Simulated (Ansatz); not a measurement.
`OC/C=C/[SiH3]` + H₂O → `O/C=C/[SiH3]` + CH₃OH at 600 K and 1 bar (formal hydrolysis of a C–C bond).

Calculated with Ansatz (gas phase, PBE0-D4/def2-TZVP geometries, no zero-point term in ΔE). CCSD(T)/CBS is the MP2 limit (def2-TZVPP, def2-QZVPP) plus CCSD(T) − MP2 in def2-TZVPP, frozen cores. This one scheme is used for every species. Double bonds are as drawn, so ΔE can hold a change between cis and trans. Each species was taken in one conformer, which may not be the lowest.

| species | CCSD(T)/CBS energy (Eh) | H − E (kJ/mol) | S (J/(mol·K)) |
| --- | --- | --- | --- |
| `OC/C=C/[SiH3]` | -483.18822 | 331.0 | 449.2 |
| H₂O | -76.37941 | 76.8 | 212.8 |
| `O/C=C/[SiH3]` | -443.93797 | 243.9 | 390.9 |
| CH₃OH | -115.61712 | 163.6 | 277.3 |

H − E and S are ideal-gas, rigid-rotor, harmonic terms from PBE0-D4/def2-TZVP, for one conformer and one mirror image of each species. 1 Eh = 2625.50 kJ/mol, R = 8.31446 J/(mol·K).

**Question.** By hand: ΔE, ΔH, ΔS and ΔG.

**Answer.** ΔE = (-443.93797) + (-115.61712) − (-483.18822) − (-76.37941) = 0.01254 Eh = 32.9 kJ/mol. Δ(H − E) = 243.9 + 163.6 − 331.0 − 76.8 = -0.3, so ΔH = 32.6 kJ/mol. ΔS = 390.9 + 277.3 − 449.2 − 212.8 = 6.2 J/(mol·K). ΔG = 32.6 − 600 × (6.2)/1000 = 28.9 kJ/mol.

**Question.** By hand: the equilibrium constant, and the temperature at which ΔG would vanish if ΔH and ΔS stayed fixed.

**Answer.** log₁₀ K = −ΔG/(RT ln 10) = -2.5. ΔG = 0 at ΔH/ΔS = 5258 K, far beyond where these terms or the molecules hold.

The number of gas molecules stays the same, so ΔS is small and ΔH decides. A doubt of 5 kJ/mol in ΔE shifts log₁₀ K by 0.4 here. Other conformers and mirror images would add mixing entropy, several J/(mol·K) or more a flexible species. These are equilibria of isolated gas molecules and say nothing of rates. Largest T1 diagnostic: 0.013 (customary marks: 0.02 for closed shells, 0.045 for open ones).
